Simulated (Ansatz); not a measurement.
Ansatz (an electronic-structure program) input (PBE0/def2-TZVPD):

Ansatz 0.2 input:
```yaml
crystal:
  periodic: [false, false, false]
  atoms:
    - {symbol: Cl, position_ang: [1.79995706, 0.12276470, -0.02117283]}
    - {symbol: Sn, position_ang: [-0.55078277, -0.03756572, 0.00647884]}
    - {symbol: H, position_ang: [-1.13233856, 1.49583668, -0.45789123]}
    - {symbol: H, position_ang: [-0.97567619, -0.44516860, 1.60600849]}
    - {symbol: H, position_ang: [-0.95211665, -1.25938202, -1.11212104]}
basis:
  gaussian:
    orbitals: def2-TZVPD
hamiltonian:
  xc: {name: PBE0}
output: {forces: true}
```

Output:

```
Functional definition: PBE0
integrals: 0.05 GiB planned
949 factors; their error is unknown
0.22 GiB of the device are held for the grids
0.52 GiB of device memory are held for the factors and their scratch space
mean field: 0.52 GiB planned
mean field evaluation 1: about -18399.3046 eV, gradient 1.6e1 eV
mean field evaluation 2: about -18399.2818 eV, gradient 1.7e1 eV
mean field evaluation 4: about -18399.8987 eV, gradient 5.2e-1 eV
mean field evaluation 8: about -18399.9988 eV, gradient 3.6e-2 eV
mean field -18399.99881965 eV, -676.1874846551 hartree, gradient 3.7e-5 eV, S^2 0.000000; 0 other end points of the search recorded, 0 dependent functions left out
the calculation of the forces begins
reference -18399.99886379 eV, -676.1874862770 hartree; 21, 21 occupied and 108, 108 virtual orbitals, 949 factors
Total energy: -18399.99886379 eV, -676.1874862770 hartree
Atom 0 at     1.799957     0.122765    -0.021173 Å, force    -0.281741    -0.019237     0.003320 eV/Å
Atom 1 at    -0.550783    -0.037566     0.006479 Å, force     0.197812     0.013452    -0.002315 eV/Å
Atom 2 at    -1.132339     1.495837    -0.457891 Å, force     0.032076    -0.055677     0.016956 eV/Å
Atom 3 at    -0.975676    -0.445169     1.606008 Å, force     0.026360     0.015755    -0.058976 eV/Å
Atom 4 at    -0.952117    -1.259382    -1.112121 Å, force     0.025493     0.045707     0.041015 eV/Å
Dipole moment:    -0.541616    -0.036941     0.006371 e Å
```
